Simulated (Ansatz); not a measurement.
`F[SiH](Cl)[GeH2][Cl]` → `[F][GeH2][Cl]` + `[SiH]Cl`  (silylene formation by 1,1-elimination)

Isolated molecules relaxed with PBE0-D4/def2-TZVP in Ansatz; ΔE leaves out vibrations. CBS: MP2 limit from def2 TZ/QZ plus the TZ coupled-cluster correction, frozen cores. This one scheme is used for every species. DFT in def2-TZVPP. B3LYP here is the variant with VWN-RPA as its local correlation; programs differ in this. For Ge outer-core shells are correlated without core-valence functions, which leaves a few kJ/mol of doubt a bond. Scalar relativity is left out up to krypton. Each species was taken in one conformer, which may not be the lowest.

`F[SiH](Cl)[GeH2][Cl]`:

```xyz
8

F    -0.293    1.322   -1.816
Si    0.281    1.106   -0.347
Cl    2.313    1.321   -0.412
Ge   -0.218   -1.111    0.369
Cl   -2.366   -1.190    0.606
H    -0.276    2.162    0.524
H     0.393   -1.431    1.740
H     0.165   -2.179   -0.664
```

`[F][GeH2][Cl]`:

Cartesian coordinates in Å:
```
F 1.378 -0.485 -0.850
Ge -0.032 -0.125 0.084
Cl -0.595 1.869 -0.419
H 0.379 -0.173 1.555
H -1.130 -1.086 -0.371
```

`[SiH]Cl`:

```xyz
3

Si    0.727    0.378    0.098
Cl   -1.318    0.689    0.286
H     0.591   -1.067   -0.384
```

```csv
level,ΔE (kJ/mol)
PBE,268.2
B3LYP,257.0
```

Q: What does CCSD(T)/CBS give? (Best estimate.)

A: The calculation gave: +282.5 kJ/mol. The listed levels differ from it by -14.3, -25.5 kJ/mol.

Largest T1 diagnostic among the species: 0.013.

In def2-TZVPP, CCSD(T) changes the Hartree–Fock value by +13.8 kJ/mol (the triples alone add +1.8 kJ/mol) and MP2 by +30.4 kJ/mol. From PBE to PBE0 (25 % exact exchange), in def2-TZVPP and without D4, ΔE moves by +13.7 kJ/mol. The D4 term adds +16.4 kJ/mol with B3LYP and +9.1 kJ/mol with PBE0; it sums over pairs of atoms, weighted by their polarisabilities, and B3LYP, whose exchange is more repulsive, gets the larger term.

CCSD(T)/CBS has its own doubt, a few kJ/mol and more with outer-core shells, so smaller differences from it don't rank the levels.
